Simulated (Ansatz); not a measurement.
Task: Name a neutral molecule of B, C, O and H with HOMO energy (ωB97M-V/def2-TZVPP) between -10.35 and -10.05 eV and LUMO energy (B3LYP/def2-TZVPP) between -1.55 and -1.25 eV (Ansatz, PBE0-D4/def2-TZVP geometry).

Result: `BCC(C)O` (-10.30 eV, -1.32 eV). Other molecules can fit too; these were computed, each in one conformer that needn't be the lowest.

B3LYP here is the variant with VWN-RPA as its local correlation; programs differ in this.
